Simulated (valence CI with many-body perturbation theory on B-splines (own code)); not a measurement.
## Missing levels of Rb XXXIII

Method: relativistic CI+MBPT: three valence electrons over a frozen Dirac-Fock core [He], radial functions for each j: 11 s, 11 p, 9 d, 7 f, 5 g, 2 h, 1 i, with the one-electron correlation potential Σ1 (screened to all orders), the two-electron term Σ2, the three-electron term Σ3, Breit, model QED; selected single and double excitations, second order for the rest (own B-spline code, finite nucleus).

The last digits are not significant, and no measured levels were compared; by estimate large intervals hold to a few tenths of a per cent, small ones and those within an open d or f shell to about a per cent.

```
                     Level   E (eV)
        (2s^2 2p1/2) J=1/2     0.00
        (2s^2 2p3/2) J=3/2    68.80
        (2s 2p1/2^2) J=1/2        ?
(2s 2p1/2 2p3/2) J=3/2 [a]   135.83
    (2s 2p1/2 2p3/2) J=5/2   154.29
(2s 2p1/2 2p3/2) J=3/2 [b]   189.12
    (2s 2p1/2 2p3/2) J=1/2        ?
        (2s 2p3/2^2) J=5/2   224.77
        (2s 2p3/2^2) J=1/2   270.94
        (2s 2p3/2^2) J=3/2        ?
     (2p1/2^2 2p3/2) J=3/2   295.44
     (2p1/2 2p3/2^2) J=3/2        ?
     (2p1/2 2p3/2^2) J=5/2   361.50
     (2p1/2 2p3/2^2) J=1/2        ?
           (2p3/2^3) J=3/2        ?
           (2s^2 3s) J=1/2  2231.92
        (2s^2 3p1/2) J=1/2  2266.53
        (2s^2 3p3/2) J=3/2  2285.74
   (2s 2p1/2 3s) J=1/2 [a]  2299.95
       (2s 2p1/2 3s) J=3/2  2311.07
```

Levels are named by their leading jj configuration (3d3/2^4 stands for four electrons in 3d with j = 3/2), which in mixed levels can hold well under half, so a name can repeat and another be missing. Letters in brackets count levels of one name in rising energy.

Problem. The levels stand in rising order. What does the calculation give for the missing energies?

Solution. (2s 2p1/2^2) J=1/2 90.53; (2s 2p1/2 2p3/2) J=1/2 197.65; (2s 2p3/2^2) J=3/2 272.25; (2p1/2 2p3/2^2) J=3/2 348.73; (2p1/2 2p3/2^2) J=1/2 387.10; (2p3/2^3) J=3/2 440.81.
